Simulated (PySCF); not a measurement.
Computed shifts of a molecule CH₆ClFOSi₂, B3LYP/pcSseg-1 run with PySCF, GIAO, gas phase, atoms alike by connectivity averaged where their shifts nearly agree, in ppm (number of nuclei): ¹³C: -8.6 (1). ²⁹Si: -4.4 (1), -72.9 (1). ¹⁹F: -118.7 (1). ¹H: 4.02 (1), 3.93 (1), 3.07 (1), 0.66 (3). References: ¹³C against TMS (σ = 181.3 ppm); ²⁹Si against TMS (σ = 338.7 ppm); ¹⁷O against H2O (σ = 333.8 ppm); ¹⁹F against CFCl3 (σ = 161.7 ppm); ³⁵Cl against HCl (σ = 933.3 ppm); ¹H against TMS (σ = 31.68 ppm), references at their B3LYP-D3(BJ)/def2-TZVP geometries, non-relativistic (without spin–orbit terms, shifts of atoms bonded to Cl or Br come out too high). Geometry optimised at B3LYP-D3(BJ)/def2-SVP. The values are those of a single conformer.

**Question.** Identify the compound among the candidates.
A) C[Si@H](Cl)[Si@H](O)F
B) C[SiH2][Si@](O)(F)Cl
C) CO[Si@](F)([SiH3])Cl
D) C[Si@](F)(Cl)[SiH2]O

**Answer.** B, C[SiH2][Si@](O)(F)Cl
